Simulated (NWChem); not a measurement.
System: C₅H₆; SMILES C#CCC=C

The following NWChem deck was run.

```
start job
memory heap 200 mb stack 700 mb global 900 mb
geometry units angstroms noautosym nocenter noautoz
  C      0.460524     2.414662     0.070375
  C     -0.104911     1.347915     0.050699
  C     -0.778113     0.044777     0.009108
  C      0.142071    -1.076339    -0.429129
  C      0.358035    -2.188083     0.271786
  H      0.961363     3.355335     0.094733
  H     -1.201898    -0.188915     0.994734
  H     -1.630506     0.109987    -0.685095
  H      0.639039    -0.928390    -1.387050
  H     -0.115786    -2.359356     1.236360
  H      1.017453    -2.971440    -0.091689
end
basis spherical
  * library 6-31g*
end
dft
  xc xpbe96 cpbe96
  iterations 150
end
cosmo
  dielec 2.0
end
task dft energy
```

Geometry: optimised at B3LYP/6-31G* (spherical d).

Level: PBE/6-31G* with COSMO at NWChem's default radii, gas-phase geometry; the question gives the dielectric constant.

Question: Give the results of this calculation. (PBE/6-31G* (spherical d), COSMO on the gas-phase geometry.) Quantities: electrostatic solvation energy (kcal/mol); dipole in solution (D).

Answer: 
```yaml
electrostatic solvation energy (kcal/mol): -1.9
dipole in solution (D): 0.64
```
